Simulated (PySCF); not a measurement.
BrHSSi, SMILES Br[Si]S (connectivity only; charge and spin as stated), neutral, multiplicity 1. Coordinates come from a B3LYP-D3(BJ)/def2-TZVP optimisation. One conformer was computed; it need not be the lowest.

TDA-PBE0/def2-SVPD (PySCF) puts the lowest singlet excitations at 3.57, 4.75, 4.82, 5.59, 5.89, 6.11 eV.

Problem. What are the lowest excitation roots from ADC(2)/aug-cc-pVDZ run with PySCF? (An estimate is asked for; the answer gives what the named calculation found.)

Solution. 3.56, 4.64, 5.16, 5.75, 5.89, 6.27 eV. S1 differs by -0.01 eV (second minus first; roots are paired by order, and the bases may differ).
